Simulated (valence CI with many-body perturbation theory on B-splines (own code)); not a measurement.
# Level structure of Gd58+

Calculated by configuration interaction combined with many-body perturbation theory (CI+MBPT): four valence electrons over a frozen Dirac-Fock core [He], radial functions for each j: 11 s, 11 p, 10 d, 8 f, 5 g, 2 h, with the one-electron correlation potential Σ1 (screened to all orders), the two-electron term Σ2, the three-electron term Σ3, Breit, model QED; selected single and double excitations, second order for the rest, scaled by the run's own slope (own B-spline code, finite nucleus).

The last digits are not significant, and no measured levels were compared; by estimate large intervals hold to a few tenths of a per cent, small ones and those within an open d or f shell to about a per cent. Among the levels kept, up to 920 cm⁻¹ of a level comes from second order outside the variational space, and about a tenth of that is noise between levels of different J, which matters for small intervals.

Levels 1 to 45 of 207, with energies above the lowest level, (2s^2 2p1/2^2) J=0. "Leading %" is the weight of the configuration and term that name the level; weights of strongly mixed levels are sums over their largest components and can fall short. In the jj column 3d3/2^4 stands for four electrons in 3d with j = 3/2. Lifetimes count E1, E2, E3, M1 and M2 decay at the calculated energies, and are blank where another channel may lead or the interval is too uncertain; long ones can be off by a factor of two.

| No. | Configuration | Term | J | E (Ry) | Leading % | Leading jj | Lifetime | Second component |
| --- | --- | --- | --- | --- | --- | --- | --- | --- |
| 1 | 2s2 2p2 | 3P | 0 | 0.00 | 69 | 2s^2 2p1/2^2 (100 %) |  | 31 % 2s2 2p2 1S |
| 2 | 2s2 2p2 | 3P | 1 | 53.15 | 100 | 2s^2 2p1/2 2p3/2 (100 %) | 418 ps |  |
| 3 | 2s2 2p2 | 1D | 2 | 54.43 | 64 | 2s^2 2p1/2 2p3/2 (100 %) | 149 ns | 36 % 2s2 2p2 3P |
| 4 | 2s 2p3 | 3P° | 2 | 70.78 | 47 | 2s 2p1/2^2 2p3/2 (99 %) | 44.4 ps | 29 % 2s 2p3 5S° |
| 5 | 2s 2p3 | 3D° | 1 | 76.19 | 32 | 2s 2p1/2^2 2p3/2 (100 %) | 302 fs | 29 % 2s 2p3 1P° |
| 6 | 2s2 2p2 | 3P | 2 | 108.85 | 64 | 2s^2 2p3/2^2 (99 %) | 96.8 ps | 35 % 2s2 2p2 1D |
| 7 | 2s2 2p2 | 1S | 0 | 112.61 | 68 | 2s^2 2p3/2^2 (99 %) | 81.3 ps | 31 % 2s2 2p2 3P |
| 8 | 2s 2p3 | 5S° | 2 | 122.23 | 50 | 2s 2p1/2 2p3/2^2 (99 %) | 1.36 ps | 47 % 2s 2p3 3D° |
| 9 | 2s 2p3 | 3D° | 3 | 125.21 | 100 | 2s 2p1/2 2p3/2^2 (100 %) | 1.43 ps |  |
| 10 | 2s 2p3 | 3P° | 0 | 128.80 | 100 | 2s 2p1/2 2p3/2^2 (100 %) | 379 fs |  |
| 11 | 2s 2p3 | 3S° | 1 | 130.18 | 50 | 2s 2p1/2 2p3/2^2 (100 %) | 195 fs | 42 % 2s 2p3 3D° |
| 12 | 2s 2p3 | 1D° | 2 | 130.92 | 74 | 2s 2p1/2 2p3/2^2 (99 %) | 199 fs | 21 % 2s 2p3 3D° |
| 13 | 2s 2p3 | 3P° | 1 | 131.18 | 61 | 2s 2p1/2 2p3/2^2 (100 %) | 310 fs | 32 % 2s 2p3 1P° |
| 14 | 2p4 | 3P | 2 | 149.65 | 68 | 2p1/2^2 2p3/2^2 (99 %) | 210 fs | 31 % 2p4 1D |
| 15 | 2p4 | 1S | 0 | 153.65 | 63 | 2p1/2^2 2p3/2^2 (99 %) | 181 fs | 36 % 2p4 3P |
| 16 | 2s 2p3 | 3P° | 2 | 181.76 | 51 | 2s 2p3/2^3 (99 %) | 401 fs | 17 % 2s 2p3 5S° |
| 17 | 2s 2p3 | 1P° | 1 | 186.99 | 38 | 2s 2p3/2^3 (100 %) | 155 fs | 24 % 2s 2p3 3S° |
| 18 | 2p4 | 3P | 1 | 203.70 | 100 | 2p1/2 2p3/2^3 (100 %) | 132 fs |  |
| 19 | 2p4 | 1D | 2 | 205.01 | 69 | 2p1/2 2p3/2^3 (100 %) | 138 fs | 31 % 2p4 3P |
| 20 | 2p4 | 3P | 0 | 261.12 | 64 | 2p3/2^4 (100 %) | 99.6 fs | 36 % 2p4 1S |
| 21 | 2s2 2p 3s | 3P° | 0 | 545.59 | 99 | 2s^2 2p1/2 3s (99 %) | 8.93 fs |  |
| 22 | 2s2 2p 3s | 3P° | 1 | 545.83 | 67 | 2s^2 2p1/2 3s (100 %) | 7.17 fs | 33 % 2s2 2p 3s 1P° |
| 23 | 2s2 2p 3p | 3D | 1 | 550.85 | 73 | 2s^2 2p1/2 3p1/2 (100 %) | 629 fs | 22 % 2s2 2p 3p 1P |
| 24 | 2s2 2p 3p | 3P | 0 | 553.67 | 68 | 2s^2 2p1/2 3p1/2 (99 %) | 274 fs | 31 % 2s2 2p 3p 1S |
| 25 | 2s 2p2 3s | 5P | 1 | 561.39 | 42 | 2s 2p1/2^2 3s (95 %) | 9.27 fs | 29 % 2s 2p2 3s 3S |
| 26 | 2s 2p2 3s | 3P | 0 | 563.85 | 69 | 2s 2p1/2^2 3s (99 %) | 9.78 fs | 30 % 2s 2p2 3s 1S |
| 27 | 2s 2p2 3p | 3P° | 1 | 567.24 | 32 | 2s 2p1/2^2 3p1/2 (98 %) | 2.90 fs | 22 % 2s 2p2 3p 5D° |
| 28 | 2s 2p2 3p | 3P° | 0 | 567.30 | 50 | 2s 2p1/2^2 3p1/2 (99 %) | 259 fs | 44 % 2s 2p2 3p 5D° |
| 29 | 2s2 2p 3p | 3D | 2 | 567.99 | 53 | 2s^2 2p1/2 3p3/2 (100 %) | 426 fs | 31 % 2s2 2p 3p 1D |
| 30 | 2s2 2p 3p | 3P | 1 | 568.19 | 46 | 2s^2 2p1/2 3p3/2 (96 %) | 202 fs | 29 % 2s2 2p 3p 3S |
| 31 | 2s2 2p 3d | 3F° | 2 | 572.07 | 74 | 2s^2 2p1/2 3d3/2 (100 %) | 6.86 fs | 20 % 2s2 2p 3d 1D° |
| 32 | 2s2 2p 3d | 3D° | 1 | 573.86 | 50 | 2s^2 2p1/2 3d3/2 (98 %) | 923 as | 31 % 2s2 2p 3d 1P° |
| 33 | 2s2 2p 3d | 3P° | 2 | 577.30 | 47 | 2s^2 2p1/2 3d5/2 (98 %) | 1.18 fs | 35 % 2s2 2p 3d 3D° |
| 34 | 2s2 2p 3d | 3F° | 3 | 577.57 | 47 | 2s^2 2p1/2 3d5/2 (100 %) | 1.24 fs | 31 % 2s2 2p 3d 1F° |
| 35 | 2s 2p2 3p | 3P° | 2 | 584.08 | 34 | 2s 2p1/2^2 3p3/2 (98 %) | 63.9 fs | 20 % 2s 2p2 3p 5P° |
| 36 | 2s 2p2 3p | 3D° | 1 | 584.43 | 32 | 2s 2p1/2^2 3p3/2 (99 %) | 3.23 fs | 21 % 2s 2p2 3p 1P° |
| 37 | 2s 2p2 3d | 3D | 1 | 588.11 | 45 | 2s 2p1/2^2 3d3/2 (99 %) | 8.08 fs | 37 % 2s 2p2 3d 5F |
| 38 | 2s 2p2 3d | 3D | 2 | 588.51 | 30 | 2s 2p1/2^2 3d3/2 (97 %) | 6.11 fs | 18 % 2s 2p2 3d 5F |
| 39 | 2s 2p2 3d | 3D | 3 | 593.16 | 36 | 2s 2p1/2^2 3d5/2 (99 %) | 1.24 fs | 18 % 2s 2p2 3d 5D |
| 40 | 2s 2p2 3d | 3F | 2 | 594.34 | 29 | 2s 2p1/2^2 3d5/2 (97 %) | 1.29 fs | 22 % 2s 2p2 3d 1D |
| 41 | 2s2 2p 3s | 3P° | 2 | 601.25 | 98 | 2s^2 2p3/2 3s (98 %) | 11.2 fs |  |
| 42 | 2s2 2p 3s | 1P° | 1 | 601.80 | 66 | 2s^2 2p3/2 3s (98 %) | 5.83 fs | 32 % 2s2 2p 3s 3P° |
| 43 | 2s2 2p 3p | 3P | 1 | 607.57 | 50 | 2s^2 2p3/2 3p1/2 (97 %) | 226 fs | 26 % 2s2 2p 3p 3S |
| 44 | 2s2 2p 3p | 3D | 2 | 607.74 | 46 | 2s^2 2p3/2 3p1/2 (97 %) | 281 fs | 32 % 2s2 2p 3p 1D |
| 45 | 2s 2p2 3s | 5P | 2 | 612.48 | 84 | 2s 2p1/2 2p3/2 3s (98 %) | 13.0 fs | 8 % 2s 2p2 3s 3P |

The ionisation energy to 2s2 2p 2P°_1/2 of the next ion comes out as 13185 eV (NIST: 13183 ± 6 eV (theoretical)). All 207 levels together are meant to be complete up to 720.21 Ry.
